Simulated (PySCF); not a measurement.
# Electron correlation in Tc (technetium, neutral)

[Kr] 4d5 5s2, high-spin 6S determinant. Computed with PySCF 2.14 in x2c-TZVPall, with the spin-free X2C one-electron Hamiltonian (Gaussian nucleus). Frozen: [Kr]; 7 electrons correlated.

MP2 pair energies summed by pair of shells (mhartree):

```csv
pair,energy,share (%)
4d-4d,-47.24,48.7
4d-5s,-31.79,32.8
5s-5s,-17.97,18.5
```

Total MP2 correlation energy: -97.00 mhartree.

Same-spin part -61.75 and opposite-spin part -35.24 mhartree; SCS-MP2 scales them by 1/3 and 6/5 to -62.88 mhartree.
